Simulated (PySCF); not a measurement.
# Working out the ionisation energy of Mn⁺

Mn⁺ [Ar] 3d5 4s1 (7S) → Mn²⁺ [Ar] 3d5 (6S). Calculation: PySCF 2.14, in dyall-av2z (16s12p7d2f, 101 functions); no relativity, point nucleus. Frozen: [Ar]; the 25 highest virtual orbitals dropped. Energies in hartree (1 hartree = 27.21139 eV):

```json
{"part": "UHF", "Mn⁺ (lower)": "-1149.635249", "Mn²⁺ (upper)": "-1149.095339"}
{"part": "CCSD correlation", "Mn⁺ (lower)": "-0.081658", "Mn²⁺ (upper)": "-0.066195"}
{"part": "(T)", "Mn⁺ (lower)": "-0.001060", "Mn²⁺ (upper)": "-0.000560"}
```

What does Hartree-Fock give?

(-1149.095339) − (-1149.635249) = 0.539910 hartree = 14.692 eV.

What do CCSD and CCSD(T) give?

The CCSD correlation energies differ by 0.015463 hartree = 0.421 eV and the triples by 0.000500 hartree = 0.014 eV, so CCSD gives 15.113 eV and CCSD(T) 15.127 eV.

Measured between the centres of the two terms (NIST): 15.640 eV, so CCSD(T) (valence) is off by -0.513 eV.

The calculation is non-relativistic.

A double-zeta basis recovers only part of the correlation energy.

What remains against the reference includes basis incompleteness, the frozen core and higher excitations.
